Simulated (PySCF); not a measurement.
FSr, charge +1, singlet, geometry from GFN2-xTB (such geometries of metal compounds can be far from the true shape) (core potentials on Sr); PBE/def2-SVP run with PySCF.

PySCF was given this input:
```python
from pyscf import gto, scf, dft

mol = gto.M(
    atom='''
Sr   -0.00000000   -0.00000000   -0.41292721
F     0.00000000    0.00000000    1.74347045
''',
    basis='def2-svp',
    ecp={'Sr': 'def2-svp'},
    charge=1,
    verbose=4,
)

mf = dft.RKS(mol)
mf.xc = 'pbe'
mf.kernel()
mf.analyze()
```

Output, abridged:

```
PySCF version 2.14.0

[INPUT] verbose = 4
[INPUT] num. atoms = 2
[INPUT] num. electrons = 18
[INPUT] charge = 1
[INPUT] spin (= nelec alpha-beta = 2S) = 0
[INPUT] symmetry False subgroup None
[INPUT] Mole.unit = angstrom
[INPUT] Symbol           X                Y                Z      unit          X                Y                Z       unit  Magmom
[INPUT]  1 Sr     0.000000000000   0.000000000000  -0.412927210000 AA    0.000000000000   0.000000000000  -0.780319336281 Bohr   0.0
[INPUT]  2 F      0.000000000000   0.000000000000   1.743470450000 AA    0.000000000000   0.000000000000   3.294681656772 Bohr   0.0

nuclear repulsion = 22.0858841883551
number of shells = 15
number of NR pGTOs = 73
number of NR cGTOs = 37
basis = def2-svp
ecp = {'Sr': 'def2-svp'}

******** <class 'pyscf.dft.rks.RKS'> ********
method = RKS
initial guess = minao
damping factor = 0
level_shift factor = 0
DIIS = <class 'pyscf.scf.diis.CDIIS'>
diis_start_cycle = 1
diis_space = 8
diis_damp = 0
SCF conv_tol = 1e-09
SCF conv_tol_grad = None
SCF max_cycles = 50
direct_scf = True
direct_scf_tol = 1e-13
XC library pyscf.dft.libxc version 7.1.2
    S. Lehtola, C. Steigemann, M. J. T. Oliveira, and M. A. L. Marques,  SoftwareX 7, 1–5 (2018)
XC functionals = pbe
    J. P. Perdew, K. Burke, and M. Ernzerhof,  Phys. Rev. Lett. 77, 3865 (1996)
    J. P. Perdew, K. Burke, and M. Ernzerhof,  Phys. Rev. Lett. 78, 1396 (1997)
    J. P. Perdew, K. Burke, and M. Ernzerhof,  Phys. Rev. Lett. 77, 3865 (1996)
    J. P. Perdew, K. Burke, and M. Ernzerhof,  Phys. Rev. Lett. 78, 1396 (1997)
radial grids:
    Treutler-Ahlrichs [JCP 102, 346 (1995); DOI:10.1063/1.469408] (M4) radial grids

becke partition: Becke, JCP 88, 2547 (1988); DOI:10.1063/1.454033
pruning grids: <function nwchem_prune>
grids dens level: 3
symmetrized grids: False
atomic radii adjust function: <function treutler_atomic_radii_adjust>
small_rho_cutoff = 0
Set gradient conv threshold to 3.16228e-05
Initial guess from minao.
tot grids = 36176
init E= -118.279336698818
  HOMO = -0.142927159419443  LUMO = 0.00786492940922656  gap/eV = 4.10326
cycle= 1 E= -128.914001893648  delta_E= -10.6  |g|= 2.13  |ddm|= 3.52

WARN: HOMO -0.486489007780035 == LUMO -0.486489007780009

cycle= 2 E= -117.275279614682  delta_E= 11.6  |g|= 3.62  |ddm|= 5.68
  HOMO = -1.07280428853048  LUMO = -0.302833368980473  gap/eV = 20.95198
cycle= 3 E= -129.217969666283  delta_E= -11.9  |g|= 2.27  |ddm|= 4.91
  HOMO = -0.944796887470094  LUMO = -0.256445884649789  gap/eV = 18.73098
cycle= 4 E= -129.706781211933  delta_E= -0.489  |g|= 1.59  |ddm|= 0.521
  HOMO = -0.43661052779444  LUMO = -0.283821465620456  gap/eV = 4.15760
cycle= 5 E= -130.210525745989  delta_E= -0.504  |g|= 0.236  |ddm|= 1.21
  HOMO = -0.4466479839098  LUMO = -0.28159707377068  gap/eV = 4.49126
cycle= 6 E= -130.216787678868  delta_E= -0.00626  |g|= 0.0954  |ddm|= 0.135
  HOMO = -0.435774704753934  LUMO = -0.284538368547995  gap/eV = 4.11535
cycle= 7 E= -130.219060586502  delta_E= -0.00227  |g|= 0.0117  |ddm|= 0.0965
  HOMO = -0.433037921118396  LUMO = -0.284551226709656  gap/eV = 4.04053
cycle= 8 E= -130.219070325045  delta_E= -9.74e-06  |g|= 0.0115  |ddm|= 0.0196
  HOMO = -0.434017674037373  LUMO = -0.284374616397884  gap/eV = 4.07200
cycle= 9 E= -130.219096130623  delta_E= -2.58e-05  |g|= 0.000451  |ddm|= 0.00832
  HOMO = -0.434062848123575  LUMO = -0.284359583505424  gap/eV = 4.07363
cycle= 10 E= -130.219096175712  delta_E= -4.51e-08  |g|= 1.01e-05  |ddm|= 0.000408
  HOMO = -0.434063746326021  LUMO = -0.284359584443081  gap/eV = 4.07366
cycle= 11 E= -130.219096175728  delta_E= -1.58e-11  |g|= 3.62e-06  |ddm|= 8.14e-06
  HOMO = -0.43406192278752  LUMO = -0.284359590891366  gap/eV = 4.07361
Extra cycle  E= -130.219096175705  delta_E= 2.27e-11  |g|= 1.13e-05  |ddm|= 1.13e-05
converged SCF energy = -130.219096175705
**** SCF Summaries ****
Total Energy =                        -130.219096175704863
Nuclear Repulsion Energy =              22.085884188355127
One-electron Energy =                 -230.947492080646384
Two-electron Energy =                   78.642511716586412
Two-electron Coulomb Energy =           93.193178679814025
DFT Exchange-Correlation Energy =      -14.550666963227609
HOMO-LUMO gap [eV] =                     4.073607941320389
**** MO energy ****
MO #1   energy= -24.3342132394418  occ= 2
MO #2   energy= -1.73702492218125  occ= 2
MO #3   energy= -1.12232643639535  occ= 2
MO #4   energy= -1.06590484830714  occ= 2
MO #5   energy= -1.06590484756593  occ= 2
MO #6   energy= -1.02200053128438  occ= 2
MO #7   energy= -0.444445582454734 occ= 2
MO #8   energy= -0.434061923667196 occ= 2
MO #9   energy= -0.43406192278752  occ= 2
MO #10  energy= -0.284359590891366 occ= 0
MO #11  energy= -0.233752768141791 occ= 0
MO #12  energy= -0.233752543802586 occ= 0
MO #13  energy= -0.217062127337807 occ= 0
MO #14  energy= -0.217062127160898 occ= 0
MO #15  energy= -0.209189195259798 occ= 0
MO #16  energy= -0.160981159936031 occ= 0
MO #17  energy= -0.160981159890094 occ= 0

WARN: System has nonzero charge 1; the dipole moment is origin-dependent.
Location of origin: [0. 0. 0.]

Dipole moment(X, Y, Z, Debye): -0.00000,  0.00000, -7.78769
```
